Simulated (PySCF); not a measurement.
C₅H₅BCl₂O.
Atom-mapped SMILES: `[CH3:1][c:2]1[cH:3][cH:4][c:5]([B:6]([Cl:7])[Cl:8])[o:9]1` (hydrogens: H10, H11, H12 on C1; H13 on C3; H14 on C4)

Geometry (GFN2-xTB, Å), atoms numbered from 1 in this order:
```
atom  x, y, z in Å
C1     2.2195    0.9461    0.0713
C2     0.9574    0.1662    0.0179
C3     0.7371   -1.1894   -0.0189
C4    -0.6539   -1.3568   -0.0502
C5    -1.2180   -0.0915   -0.0313
B6    -2.6822    0.3450   -0.0524
Cl7   -3.1289    2.0070   -0.0137
Cl8   -3.9168   -0.8581   -0.1159
O9    -0.2045    0.8238    0.0111
H10    2.3414    1.3987    1.0552
H11    2.1944    1.7491   -0.6626
H12    3.0674    0.2975   -0.1267
H13    1.4825   -1.9580   -0.0236
H14   -1.1961   -2.2799   -0.0822
```

The closed-shell ground state was solved at several levels (PySCF, density fitting, gas phase, non-relativistic).

| level | basis functions | HOMO (eV) | LUMO (eV) | gap (eV) | dipole (D) |
| --- | --- | --- | --- | --- | --- |
| PBE0/pcSseg-1 | 192 | -6.96 | -1.80 | 5.16 | 3.67 |
| PBE0/def2-SVPD | 237 | -6.95 | -1.85 | 5.10 | 3.64 |

(1) What might B3LYP/def2-SVPD (237 basis functions) give for the same quantities?

(2) Over all these levels, which gives the widest orbital gap and which the narrowest?

(3) How far do the dipole and the HOMO energy spread over the levels?

## Answers

(1) HOMO -6.74 eV, LUMO -2.00 eV, gap 4.74 eV, dipole 3.61 D.

(2) PBE0/pcSseg-1 (global hybrid, 25 % exact exchange) has the widest, 5.16 eV, and B3LYP/def2-SVPD (global hybrid, 20 % exact exchange) the narrowest, 4.74 eV. Functional and basis both differ between the two, so the spread mixes both effects.

(3) The dipole runs from 3.61 to 3.67 D (mean 3.64 D) and the HOMO from -6.96 to -6.74 eV.
